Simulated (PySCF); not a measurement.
Si(H)2(OH)(OiPr), SMILES C(C)(O[SiH2]O)C (C3H10O2Si) at its GFN2-xTB optimised geometry (Å):

```
16

Si     0.6469    -1.7099     0.0000
O      2.2654    -1.7099     0.0000
O      0.2386    -0.1407     0.0000
C     -1.0307     0.4517     0.0537
C     -1.7717     0.2655    -1.2668
C     -0.8450     1.9312     0.3810
H      0.2638    -2.4192    -1.2155
H      0.1187    -2.3613     1.2019
H      2.7357    -0.9452     0.3221
H     -1.6100    -0.0278     0.8570
H     -2.7357     0.7654    -1.2300
H     -1.1828     0.6846    -2.0789
H     -1.9265    -0.7926    -1.4596
H     -0.2969     2.0391     1.3134
H     -0.2791     2.4144    -0.4116
H     -1.8107     2.4192     0.4792
```

Calculation: B3LYP/def2-TZVP (PySCF).

Map of the log10 of the electron density (e/bohr³), floored at −4 on the plane z = 1.5 Å:

```
|                           |
|                           |
|                           |
|        ......             |
|      .:------:.           |
|     .:-==++++=:.          |
|     .-=++*##*+-:          |
|     .-=+*#%@%*=:          |
|     .-=+*#%@@*=:          |
|     .:-=+##%#*=:          |
|      :-=+****+-:          |
|     .:=+**++==-:.         |
|     .-+*#*+====-:.        |
|     :-+*#*+==+=-::...     |
|     .-+***+=++==-:-::.    |
|     .:=+++==++==--=--:    |
|      .:---=++++=====-:.   |
|       .::-+*##*++++=-:.   |
|        .:=+#%%#*+++=-:    |
|         :=*#@@#*+===-:    |
|         :=+#%%#+=---:.    |
|         .-=***+=-:::.     |
|          :-=+==-:.        |
|           .:--:.          |
|             ..            |
|                           |
|                           |
```
Scale: ten equal steps from -4.00 (start of ' ') to -0.746 (end of '@'), in the order ' .:-=+*#%@'; x runs from -5.00 to 5.00, y from -5.00 (bottom) to 5.00 (top).
